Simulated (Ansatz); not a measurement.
Two isomers of GeH6O2Si: A = `[OH][GeH]([OH])[SiH3]`, B = `O[SiH2][GeH2][OH]`.

Computed with Ansatz on PBE0-D4/def2-TZVP structures; ΔE is electronic, products minus reactants. CCSD(T)/CBS adds triple-zeta CCSD(T) − MP2 to the extrapolated MP2 energy (def2 sets, frozen cores). DFT in def2-TZVPP. B3LYP here is the variant with VWN-RPA as its local correlation; programs differ in this. For Ge outer-core shells are correlated without core-valence functions, which leaves a few kJ/mol of doubt a bond. Scalar relativity is left out up to krypton. One conformer a species, not always the lowest.

A:

```xyz
10

O     1.927    0.038   -0.929
Ge    0.811   -0.282    0.424
O     0.443   -2.024    0.523
Si   -1.216    0.958    0.119
H     1.505    0.006   -1.790
H     1.645    0.000    1.676
H    -0.184   -2.322   -0.139
H    -0.926    2.412    0.020
H    -2.153    0.709    1.244
H    -1.852    0.505   -1.149
```

B:

```xyz
10

O     0.5402    0.5788    2.3157
Si    0.1333   -0.5493    1.1781
Ge   -0.3134    0.4783   -0.9346
O    -0.3690   -0.8876   -2.0947
H     1.3629    1.0549    2.1955
H    -1.0836   -1.2192    1.6941
H     1.2153   -1.5550    0.9876
H    -1.6530    1.2479   -0.9991
H     0.8020    1.4638   -1.3678
H    -0.6346   -0.6126   -2.9746
```

Question: Which isomer does CCSD(T)/CBS put lower? Give the gap. (Estimate.)

Answer: Computed: B, by 9.0 kcal/mol.

Question: Give E(B) − E(A) in kcal/mol with LDA (SPW92), CCSD/def2-TZVPP, B3LYP-D4, PBE-D4, MP2/def2-TZVPP, HF/def2-TZVPP, CCSD(T)/def2-SVP. (Best estimate.)

Answer: Ansatz gave: LDA (SPW92) -8.3, CCSD/def2-TZVPP -8.7, B3LYP-D4 -9.1, PBE-D4 -7.4, MP2/def2-TZVPP -8.4, HF/def2-TZVPP -10.6, CCSD(T)/def2-SVP -5.4. None reverses the order clearly.

Question: Does the order hold for the free energy at 298.15 K (harmonic terms from PBE0-D4)? (Best estimate.)

Answer: Ansatz gave: Yes: G(B) − G(A) = -8.7 kcal/mol, for one conformer each. Modes under 60 cm⁻¹, often nearly free rotors, make the harmonic entropy too high.

Largest T1 diagnostic: 0.013.

Leaving LDA and LC-ωPBE aside and taking each functional with its dispersion term where it has one, the values, not all of them listed here, spread over 2.9 kcal/mol, from BHLYP-D4 to revPBE-D4. LDA lies −0.8 kcal/mol from PBE without D4. From PBE to PBE0 (25 % exact exchange), in def2-TZVPP and without D4, E(B) − E(A) moves by −1.1 kcal/mol.
